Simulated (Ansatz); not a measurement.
Molecule: SnH (charge 0, doublet). 
Structure (B3LYP-D3(BJ)/def2-TZVP (Ansatz, a first-principles code) minimum search):
```xyz
2

Sn     0.0000     0.0000    -0.0350
H      0.0000     0.0000     1.7513
```
Charge 0, spin multiplicity 2.

Basis-set convergence of Hartree-Fock and CCSD(T) correlation energies (hartree) with Ansatz. Valence correlation only, unless marked. Open shells are spin-unrestricted. Spin-orbit coupling is left out. Frozen are the shells of the preceding noble gas and the d and f shells that filled before the atom's block. In def2 rows, elements after Kr have scalar-relativistic effective core potentials.

```
basis       functions       E(HF)  E(corr, CCSD(T))
----------  ---------  ----------  ----------------
def2-SVP           31  -213.89719          -0.07458
def2-TZVPP         64  -213.90361          -0.08909
def2-QZVPP        112  -213.90489          -0.09329
```

Extrapolating the two largest sets (X = 3 and 4) as X^-3: E(corr) = (64·(-0.09329) - 27·(-0.08909))/37 = -0.0964 Eh, an estimate of the basis-set limit. The largest set recovers 96.8 % of it, the smallest 77.4 %.
